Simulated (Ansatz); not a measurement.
```xyz
5

N    -0.579    2.101    1.197
C    -0.310    1.125    0.641
In    0.187   -0.680   -0.387
H     1.127   -1.771    0.523
H    -0.424   -0.775   -1.974
```

Charge 0, multiplicity 1. In takes the def2 core potential.

Question: List the ωB97M-V/def2-TZVPP orbital energies in eV (Ansatz 0.2.0). (Estimate.)

Answer: Computed: Occupied: -394.46, -281.70, -132.27, -88.75, -88.44, -88.38, -27.63, -25.22, -25.02, -24.99, -24.97, -24.88, -16.61, -13.61, -12.18, -11.94, -11.81, -11.22. Lowest empty: -1.03, 1.15, 1.58, 1.74, 2.29, 2.62, 2.79, 3.85.
